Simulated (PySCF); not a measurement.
## Relaxation of singlet BeI2

These are results of PBE/[Be def2-TZVP, I def2-TZVP with ECP28], scalar-relativistic core potentials, density fitting, no spin–orbit coupling, PySCF, not measurements. A (50,194) grid was used.

A hand-made linear start, of D∞h symmetry, held to at least that symmetry:

```xyz
3
charge 0 multiplicity 1, angstrom
Be    0.0000    0.0000    0.0000
I     0.0000    0.0000    2.3500
I     0.0000    0.0000   -2.3500
```

What forces act on the atoms at the start (eV/Å)?


```csv
atom,Fx,Fy,Fz
Be1,0.00,0.00,0.00
I2,0.00,0.00,-1.62
I3,0.00,0.00,1.62
```

What does it relax to?

It ends at D∞h with Be–I 2.171 Å (×2); I–Be–I 180.0°. A frequency run shows a minimum. Other isomers or separated fragments may lie lower.

How much energy is released, and in how many steps?

31.2 kJ/mol in 4 steps.

The relaxation took 7.2 s on 4 threads of a shared Arm Neoverse V2 host, with 119 basis functions and 5 gradients; the process peaked at 0.53 GiB.
